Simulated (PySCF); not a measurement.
Nuclear quadrupole coupling in `C[Si@@H]1OC[C@H]1F`

Species: C3H7FOSi.
Numbering: `[CH3:1][Si@@H:2]1[O:3][CH2:4][C@H:5]1[F:6]` (hydrogens: H7, H8, H9 on C1; H10 on Si2; H11, H12 on C4; H13 on C5)

Geometry (GFN2-xTB, Å), atoms numbered from 1 in this order:
```
atom  x, y, z in Å
C1     1.811    0.289    1.073
Si2    0.608   -0.499   -0.149
O3     0.130    0.501   -1.386
C4    -1.278    0.444   -1.145
C5    -1.290   -0.338    0.167
F6    -2.051   -1.488    0.098
H7     1.441    1.231    1.468
H8     2.007   -0.375    1.907
H9     2.758    0.486    0.580
H10    0.977   -1.832   -0.616
H11   -1.769   -0.104   -1.950
H12   -1.678    1.456   -1.086
H13   -1.669    0.228    1.020
```

Field gradients from the PBE0/pcSseg-1 density (PySCF, non-relativistic), principal values in atomic units, ordered |Vxx| ≤ |Vyy| ≤ |Vzz|:

| atom | Vxx | Vyy | Vzz |
| --- | --- | --- | --- |
| O3 | -0.5109 | -1.1627 | 1.6736 |

Q: Find the asymmetry η = (Vxx − Vyy)/Vzz and the couplings χ = eQV/h (234.96 MHz × Q in barn × V in au), with Q(17O) = −0.0256 b.

A: 
```
atom         environment  nucleus     η  χzz (MHz)  χxx (MHz)  χyy (MHz)
  O3  silyl ether oxygen      17O  0.39     -10.07       3.07       6.99
```

The tensor is traceless: Vxx + Vyy + Vzz = 0.

Q: What is Vzz at O3 in SI units (1 au = 9.71736 × 10²¹ V/m²)?

A: 1.6736 au = 16.263 × 10²¹ V/m².

Were the hydrogens deuterons (Q(2H) = 0.00286 b), χzz would run from 108 kHz (H10) to 220 kHz (H8 and H9).

Isolated species at its GFN2-xTB geometry, gas phase. GFN2-xTB bond lengths can be off by several hundredths of an ångström, more for odd bonds, and the gradients follow them. With so small a basis the couplings can be 20 % off.
